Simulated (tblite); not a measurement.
C₆H₈OS₂Si.
Geometry (GFN2-xTB, Å), atoms numbered from 1 in this order:
```
atom  x, y, z in Å
Si1    2.753   -0.890    0.338
O2     1.166   -1.109    0.022
C3     0.042   -0.372   -0.054
C4     0.008    0.958   -0.474
S5     1.510    1.739   -0.986
C6    -1.194    1.656   -0.511
C7    -2.372    1.038   -0.141
C8    -2.363   -0.284    0.260
C9    -1.168   -0.985    0.304
S10   -1.184   -2.669    0.826
H11    2.933    0.050    1.442
H12    3.065   -2.265    0.705
H13    3.465   -0.456   -0.858
H14    0.986    2.962   -1.070
H15   -1.202    2.686   -0.834
H16   -3.300    1.588   -0.172
H17   -3.274   -0.786    0.544
H18    0.121   -2.854    0.648
```

Method: GFN2-xTB as coded in tblite; computed harmonic values from a numerical Hessian at the method's own geometry, unscaled. The method is semi-empirical: single wavenumbers can be off by several per cent or more. Modes of hydrogen on silicon and sulfur can be 10 to 20 % off. One conformer, not necessarily the lowest.

Harmonic wavenumbers (cm⁻¹): 36.7, 83.9, 126.4, 170.1, 182.0, 192.8, 193.6, 243.2, 255.2, 275.8, 347.1, 386.8, 476.4, 490.1, 501.0, 543.8, 598.9, 639.9, 659.0, 712.5, 767.6, 772.1, 787.7, 796.2, 828.9, 848.7, 869.2, 872.8, 907.0, 931.6, 1081.2, 1130.0, 1170.3, 1201.4, 1271.3, 1317.1, 1405.3, 1438.4, 1552.7, 1563.7, 2276.8, 2298.5, 2318.9, 2414.3, 2447.1, 3081.3, 3100.1, 3111.5.

A = 1061, B = 801.6, C = 463.1 MHz; mass 187.979 u (most abundant isotopes); point group C1, symmetry number 1.

Q: Zero-point energy?

A: ½Σν̃ = 24838 cm⁻¹ = 297.13 kJ/mol.

Q: What is S at 500 K and 1 bar for an ideal gas of classical rigid rotors and harmonic oscillators?

A: Translation 184.91, rotation 136.49, vibration 246.86: S = 568.3 J/(mol K).

Q: And Cp and H(500 K) − H(0)?

A: Cp = 266.30 J/(mol K), of which vibrations give 233.04 (their classical limit is 48 R = 399.1); H(500 K) − H(0) = 80.44 kJ/mol without the zero-point energy, 63.81 from vibrations.

Q: How do the functions run with temperature in this model?

A: 
```
 T (K)  S (J/(mol K))  Cp (J/(mol K))  H − H(0) (kJ/mol)  G − H(0) (kJ/mol)  ln q(vib)
   150          346.8           115.2              10.72             -41.31       3.28
   250          418.3           168.3              24.93             -79.64       6.43
298.15          449.9           191.7              33.60            -100.55       7.98
   400          512.4           233.9              55.36            -149.61      11.22
   600          619.1           291.8             108.39            -263.10      17.35
   900          748.1           342.6             204.30            -468.97      25.66
```

q(vib) and H(0) count from the zero-point level.

Q: What must be added to the electronic energy to get the Gibbs energy at 500 K and 1 bar?

A: ZPE + [H(500 K) − H(0)] − T·S = 297.13 + 80.44 − 284.13 = 93.44 kJ/mol.

Q: Which modes carry the vibrational entropy at 500 K?

A: 36.7 cm⁻¹: 27.01; 83.9 cm⁻¹: 20.15; 126.4 cm⁻¹: 16.77; 170.1 cm⁻¹: 14.34; 182.0 cm⁻¹: 13.79; 192.8 cm⁻¹: 13.32 J/(mol K); the other 42 give 141.49 together.

Hindered rotation and anharmonicity are outside this model. Other conformers, if any are populated, would add a mixing term that is left out. The structure is chiral; the term R ln 2 for an equal mix with its mirror image is left out.
